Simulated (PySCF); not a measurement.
# Ionisation energy of Kr by level of theory

Kr [Kr] (1S) → Kr⁺ [Ar] 3d10 4s2 4p5 (2P), as a difference of total energies. All numbers are calculated (PySCF 2.14, the non-relativistic Hamiltonian (point nucleus), in pcseg-2 (6s5p3d1f, 43 functions)). Correlated levels: valence: [Ar] 3d10 frozen. The calculations carry no spin-orbit coupling.

```tsv
method	ionisation energy (eV)	difference from reference (eV)
UHF	13.092	-1.130
M06-L	13.785	-0.437
B3LYP	14.177	-0.045
MP2 (valence)	14.020	-0.202
SCS-MP2 (valence)	13.934	-0.288
CCSD (valence)	13.896	-0.326
CCSD(T) (valence)	13.932	-0.290
```

Reference: 14.222 eV (measured; NIST levels, between the centres of gravity of the two terms).

These non-relativistic numbers lack the scalar-relativistic shift.

Errors of the correlated levels include the incompleteness of this basis and the frozen core.
